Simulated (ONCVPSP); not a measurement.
# u(r) = r·R(r): atom against pseudo-atom (fluorine)

Columns: radius, all-electron u(r) and pseudo u(r) of the 2p shell (level -11.11 eV) of fluorine in the configuration [He] 2s2 2p5; PBE, scalar-relativistic, ONCV scheme, ONCVPSP 4.0.1.

| r (bohr) | all-electron | pseudo |
| --- | --- | --- |
| 0.078 | 0.0927 | 0.0366 |
| 0.155 | 0.2670 | 0.1377 |
| 0.232 | 0.4461 | 0.2861 |
| 0.310 | 0.6016 | 0.4596 |
| 0.388 | 0.7225 | 0.6299 |
| 0.465 | 0.8085 | 0.7733 |
| 0.542 | 0.8645 | 0.8786 |
| 0.620 | 0.8956 | 0.9419 |
| 0.698 | 0.9059 | 0.9649 |
| 0.775 | 0.9007 | 0.9570 |
| 0.852 | 0.8842 | 0.9289 |
| 0.930 | 0.8591 | 0.8894 |
| 1.008 | 0.8284 | 0.8459 |
| 1.085 | 0.7944 | 0.8030 |
| 1.162 | 0.7583 | 0.7617 |
| 1.240 | 0.7207 | 0.7216 |
| 1.318 | 0.6829 | 0.6830 |
| 1.395 | 0.6459 | 0.6459 |
| 1.472 | 0.6097 | 0.6097 |
| 1.550 | 0.5742 | 0.5742 |
| 1.628 | 0.5401 | 0.5401 |
| 1.705 | 0.5078 | 0.5078 |
| 1.782 | 0.4769 | 0.4769 |
| 1.860 | 0.4473 | 0.4473 |
| 1.938 | 0.4192 | 0.4192 |
| 2.015 | 0.3930 | 0.3930 |

Question: How many radial nodes do the two functions have?

Answer: The all-electron 2p function has n − l − 1 = 0; the pseudo-wave has 0.

Question: At about which radius was the pseudo-wave matched?

Answer: 1.45 bohr. The columns agree to 0.0005 from 1.32 bohr on; several derivatives are matched, so the curves merge somewhat inside the radius.

Question: Is the pseudo-wave norm-conserving?

Answer: Yes: the ONCV scheme keeps the norm inside the radius equal to the all-electron one, which fixes the energy derivative of the logarithmic derivative at the level.
